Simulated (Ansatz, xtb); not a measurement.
**Relative energy of two structures of BFH2N2**

We compare I, a singlet given by its coordinates, with II, `[H]/N=N/BF`, a singlet. Both are isolated molecules in the gas phase, relaxed with PBE0-D3(BJ)/pcseg-1; the shapes shown needn't be the lowest conformers.

I (Å):

```xyz
6

B    -0.8526   -0.4469    0.0158
F    -2.1004   -0.8443   -0.0292
N     0.3320   -0.4495    0.7688
N     0.1682    0.2281   -0.6720
H     0.6291   -0.3006   -1.4168
H     0.8751   -1.3161    0.7436
```

Close contacts (Å): B1–F2 1.31, B1–N3 1.40, B1–N4 1.40, N3–N4 1.60, N3–H6 1.02, N4–H5 1.02.

II (Å):

```yaml
atoms:
  - { symbol: B, position_ang: [0.0281, 0.3218, 1.2082] }
  - { symbol: F, position_ang: [-1.0269, -0.4263, 1.5423] }
  - { symbol: N, position_ang: [-0.1312, 1.3640, 0.2972] }
  - { symbol: N, position_ang: [-0.0324, 1.7613, -0.8497] }
  - { symbol: H, position_ang: [-0.2848, 2.7735, -0.8698] }
  - { symbol: H, position_ang: [1.0732, 0.2321, 1.7847] }
```

Energies in hartree; the thermal terms are from PBE0-D3(BJ)/pcseg-1 harmonic frequencies (ideal gas, rigid rotor, one conformer each, 298.15 K, 1 atm) and include the zero-point energy:

```
                                I           II
E, CCSD(T)/def2-TZVPP  −235.079151  −235.077709
    zero-point energy     0.036077     0.034743
         H(298 K) − E     0.041024     0.040111
         G(298 K) − E     0.010097     0.008134
```

Problem. Work out ΔE, ΔE₀, ΔH and ΔG for I → II in kcal/mol (1 Eh = 627.51 kcal/mol) and the equilibrium ratio [II]/[I].

Solution. 1. ΔE = −235.077709 − (−235.079151) = +0.001442 Eh = +0.90 kcal/mol.
2. ΔE₀ = ΔE + ΔZPE = +0.001442 + (−0.001334) Eh = +0.07 kcal/mol.
3. ΔH = ΔE + (−0.000913) Eh = +0.33 kcal/mol.
4. ΔG = ΔE + (−0.001963) Eh = −0.33 kcal/mol, so ΔS = (ΔH − ΔG)/T = +9.2 J/(mol K).
5. kT = 0.9442 mEh, so K = [II]/[I] = exp(−ΔG/kT) = exp(+0.55) ≈ 1.7.

The two are too close for this level to say which is favoured. An error of 1 kcal/mol in ΔG would change K by a factor of 5.4. Mirror images and further conformers aren't counted.

Other levels gave ΔE = −3.5 (GFN2-xTB); +2.3 (HF/STO-3G, GFN2-xTB geometries); −1.8 (r2SCAN-D4/def2-SVP, GFN2-xTB geometries); −0.5 (PBE0-D3(BJ)/pcseg-1); −2.8 (HF/def2-TZVPP); +4.4 (MP2/def2-TZVPP) kcal/mol. The correlated steps freeze 4 core orbitals. Programs: Ansatz 0.2.0, xtb 6.7.1.
